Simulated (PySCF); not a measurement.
**Adding and removing an electron: SnF**

UHF; basis Sn aug-cc-pVDZ-PP with ECP28, F aug-cc-pVDZ; scalar-relativistic core potentials; PySCF 2.14. Neutral (UHF): doublet (π ↑), Re = 1.952 Å, ωe = 596 cm⁻¹, De = 3.03 eV, HOMO -7.26 eV, LUMO -0.45 eV.

SnF⁻ (UHF): triplet (π ↑↑), Re = 2.039 Å, ωe = 469 cm⁻¹. The energies at the minima are -312.82780 hartree for SnF and -312.86136 for SnF⁻.

Q: Work out the adiabatic electron affinity, without and with harmonic zero-point energies (1 hartree = 27.2114 eV, 1 eV = 8065.5 cm⁻¹), and the change of the bond length.

A: At UHF: 0.03356 hartree = 0.913 eV between the minima; the zero-point term (596.0 − 469.0)/2 cm⁻¹ = +0.008 eV makes it 0.921 eV. Re changes by +8.7 pm against the neutral. The electron enters a π orbital, and the longer bond of the ion fits an antibonding orbital, or a change in how ionic the bond is.

These are scalar-relativistic numbers at best; spin–orbit coupling would shift them, the dissociation energy most. Hartree–Fock leaves out correlation, which carries a large part of most bond energies and some tenths to 1 eV of ionisation energies. States were picked by a PBE0 search and need not be the measured ground states.
